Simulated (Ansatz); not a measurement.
Search for a first-order saddle point of CH$_{6}$Sn, singlet.

in.yaml

```yaml
crystal:
  periodic: [false, false, false]
  atoms:
    - {symbol: Sn, position_ang: [-0.593744, 1.495413, 0.359230]}
    - {symbol: H, position_ang: [0.026856, -1.260349, -0.095363]}
    - {symbol: C, position_ang: [0.672198, -0.140972, -0.302905]}
    - {symbol: H, position_ang: [0.557565, -1.933038, -0.372252]}
    - {symbol: H, position_ang: [-2.104160, 1.205192, -0.473150]}
    - {symbol: H, position_ang: [-1.028895, 1.040462, 1.990784]}
    - {symbol: H, position_ang: [1.597823, -0.258643, 0.276469]}
    - {symbol: H, position_ang: [0.872356, -0.147964, -1.382814]}
basis:
  gaussian: {orbitals: def2-TZVP}
hamiltonian: {xc: pbe0, dispersion: d4}
saddle:
  f_tol: 0.01
  max_steps: 50
  order_check: false
  mode_guess:
    - [-0.0622, -0.1499, 0.0151]
    - [0.2386, -0.4147, -0.1389]
    - [0.0302, 0.5893, 0.0215]
    - [-0.3111, -0.4586, 0.1130]
    - [0.0148, 0.0884, -0.0465]
    - [0.0553, 0.0819, 0.0299]
    - [0.0075, 0.1307, -0.0104]
    - [0.0269, 0.1330, 0.0164]
```

An equivalent command:

```bash
ansatz run in.yaml --threads 2 --pin off --events-out ev --progress --plain
```

The run's output (Ansatz 0.2.0):

```
Functional definition: PBE0
  name "PBE0"
  cite "Adamo & Barone, J. Chem. Phys. 110, 6158 (1999) doi:10.1063/1.478522"
  cite "Perdew, Burke & Ernzerhof, Phys. Rev. Lett. 77, 3865 (1996) doi:10.1103/PhysRevLett.77.3865"
  parent pbe
  parameter a = 0.25
  parameter kappa = 0.804
  parameter beta = 0.06672455060314922
  exchange = (1 - a)*pbe_x(kappa = kappa, mu = beta*pi^2/3) + a*exact_x
  correlation = pbe_c(beta = beta)
905 factors; their error is unknown
mean field evaluation 1: about -6953.1926 eV, gradient 5.4e1 eV
mean field evaluation 2: about -6936.1926 eV, gradient 8.8e1 eV
mean field evaluation 4: about -6961.0478 eV, gradient 6.2e0 eV
mean field evaluation 8: about -6961.1409 eV, gradient 2.7e-1 eV
mean field evaluation 16: about -6961.2119 eV, gradient 3.5e-4 eV
mean field -6961.21193074 eV, -255.8198199758 hartree, gradient 3.0e-5 eV, S^2 0.000000; 0 other end points of the search recorded, 0 dependent functions left out
the calculation of the forces begins
reference -6961.21196635 eV, -255.8198212843 hartree; 17, 17 occupied and 100, 100 virtual orbitals, 905 factors
these checks for a lower state are left out or cut short: stability, starts, cluster_reference, orbital_swaps, neighbouring_geometries, increment
905 factors; their error is unknown
mean field -6961.21307890 eV, -255.8198621698 hartree, gradient 2.8e-6 eV, S^2 0.000000; 0 other end points of the search recorded, 0 dependent functions left out
the calculation of the forces begins
reference -6961.21311453 eV, -255.8198634793 hartree; 17, 17 occupied and 100, 100 virtual orbitals, 905 factors
these checks for a lower state are left out or cut short: stability, starts, cluster_reference, orbital_swaps, neighbouring_geometries, increment
905 factors; their error is unknown
mean field evaluation 32: about -6961.2135 eV, gradient 2.8e-6 eV
mean field -6961.21349079 eV, -255.8198773067 hartree, gradient 2.8e-6 eV, S^2 0.000000; 0 other end points of the search recorded, 0 dependent functions left out
the calculation of the forces begins
reference -6961.21352644 eV, -255.8198786165 hartree; 17, 17 occupied and 100, 100 virtual orbitals, 905 factors
saddle step   1: F+E_penalty+E_count = -6961.32121159 eV  max|allowed force component| = 3.060e-1 eV/Å  curvature = -6.3519 eV/Å²  mode residual = 6.08e-1 eV/Å²  Δτ_max = 0.0000 Å  (1 rotations, 3 force calls, 71 SCF iters)  cluster: 3 rotations left out, max|force component along them| = 2.950e-8 eV/Å
saddle step   2: F+E_penalty+E_count = -6961.32279391 eV  max|allowed force component| = 2.838e-1 eV/Å  curvature = -7.3336 eV/Å²  mode residual = 7.50e-1 eV/Å²  Δτ_max = 0.0576 Å  (1 rotations, 3 force calls, 75 SCF iters)  cluster: 3 rotations left out, max|force component along them| = 3.463e-8 eV/Å
saddle step   3: F+E_penalty+E_count = -6961.32673882 eV  max|allowed force component| = 7.631e-2 eV/Å  curvature = -6.8696 eV/Å²  mode residual = 4.41e-1 eV/Å²  Δτ_max = 0.0357 Å  (1 rotations, 3 force calls, 76 SCF iters)  cluster: 3 rotations left out, max|force component along them| = 2.020e-8 eV/Å
saddle step   4: F+E_penalty+E_count = -6961.32696597 eV  max|allowed force component| = 4.442e-2 eV/Å  curvature = -6.7571 eV/Å²  mode residual = 1.36e-1 eV/Å²  Δτ_max = 0.0031 Å  (1 rotations, 3 force calls, 77 SCF iters)  cluster: 3 rotations left out, max|force component along them| = 2.380e-8 eV/Å
saddle step   5: F+E_penalty+E_count = -6961.32704369 eV  max|allowed force component| = 3.844e-2 eV/Å  curvature = -6.7461 eV/Å²  mode residual = 1.66e-1 eV/Å²  Δτ_max = 0.0009 Å  (1 rotations, 3 force calls, 77 SCF iters)  cluster: 3 rotations left out, max|force component along them| = 2.390e-8 eV/Å
saddle step   6: F+E_penalty+E_count = -6961.32717965 eV  max|allowed force component| = 2.574e-2 eV/Å  curvature = -6.7313 eV/Å²  mode residual = 1.19e-1 eV/Å²  Δτ_max = 0.0025 Å  (1 rotations, 3 force calls, 77 SCF iters)  cluster: 3 rotations left out, max|force component along them| = 2.418e-8 eV/Å
saddle step   7: F+E_penalty+E_count = -6961.32721741 eV  max|allowed force component| = 1.641e-2 eV/Å  curvature = -6.6830 eV/Å²  mode residual = 1.25e-1 eV/Å²  Δτ_max = 0.0015 Å  (1 rotations, 3 force calls, 77 SCF iters)  cluster: 3 rotations left out, max|force component along them| = 2.418e-8 eV/Å
saddle step   8: F+E_penalty+E_count = -6961.32721252 eV  max|allowed force component| = 1.157e-2 eV/Å  curvature = -6.6419 eV/Å²  mode residual = 1.14e-1 eV/Å²  Δτ_max = 0.0016 Å  (1 rotations, 3 force calls, 77 SCF iters)  cluster: 3 rotations left out, max|force component along them| = 2.414e-8 eV/Å
saddle step   9: F+E_penalty+E_count = -6961.32722073 eV  max|allowed force component| = 8.235e-3 eV/Å  curvature = -6.7997 eV/Å² (error put at 0.0009; -6.8003 at half of saddle.amplitude)  mode residual = 9.00e-2 eV/Å²  Δτ_max = 0.0009 Å  (1 rotations, 12 force calls, 279 SCF iters)  cluster: 3 rotations left out, max|force component along them| = 2.437e-8 eV/Å
Total energy: -6961.32725626 eV, -255.8240581105 hartree
Atom 0 at    -0.589697     1.487903     0.356787 Å, force     0.008236     0.000962    -0.003620 eV/Å
Atom 1 at     0.022581    -1.258352    -0.093685 Å, force    -0.002111    -0.001427     0.000838 eV/Å
Atom 2 at     0.670724    -0.142469    -0.302398 Å, force    -0.000351    -0.000213     0.000060 eV/Å
Atom 3 at     0.558742    -1.909349    -0.371292 Å, force     0.000924     0.008117     0.000136 eV/Å
Atom 4 at    -2.093751     1.198275    -0.472467 Å, force    -0.004379    -0.001916    -0.001576 eV/Å
Atom 5 at    -1.022079     1.034503     1.981958 Å, force    -0.001873    -0.002273     0.004100 eV/Å
Atom 6 at     1.586647    -0.260134     0.274502 Å, force    -0.000675    -0.001611    -0.000944 eV/Å
Atom 7 at     0.866832    -0.150277    -1.373406 Å, force     0.000230    -0.001639     0.001006 eV/Å
Dipole moment:     0.319770    -0.352107    -0.163106 e Å

[the SCF lines of later steps are left out]
```

The run took about 49 s on 2 CPU threads (shared host).
